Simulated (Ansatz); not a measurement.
The same ligand exchange along the group B, Al, In.

Isolated molecules relaxed with PBE0-D4/def2-TZVP in Ansatz; ΔE leaves out vibrations. CCSD(T)/CBS adds triple-zeta CCSD(T) − MP2 to the extrapolated MP2 energy (def2 sets, frozen cores). This one scheme is used for every species. DFT in def2-TZVPP. Elements past krypton have def2 core potentials. For Ge, In, Te outer-core shells are correlated without core-valence functions, which leaves a few kJ/mol of doubt a bond. Scalar relativity is left out up to krypton.

```
                                                                     reaction  CCSD(T)/CBS(def2) (eV)
             `Cl[B](Cl)[GeH3]` + `[GeH3][TeH]` → `[GeH3][Te][GeH3]` + `ClBCl`                       ?
`[Cl][Al]([Cl])[GeH3]` + `[GeH3][TeH]` → `[GeH3][Te][GeH3]` + `[Cl][AlH][Cl]`                   -0.39
`[Cl][In]([Cl])[GeH3]` + `[GeH3][TeH]` → `[GeH3][Te][GeH3]` + `[Cl][InH][Cl]`                   -0.04
```

Question: Fill in the missing values. (Estimate.)

Answer: Ansatz gave: `Cl[B](Cl)[GeH3]` + `[GeH3][TeH]` → `[GeH3][Te][GeH3]` + `ClBCl`: -0.80 eV.

Largest T1 diagnostic: 0.013, for `[Cl][InH][Cl]`.
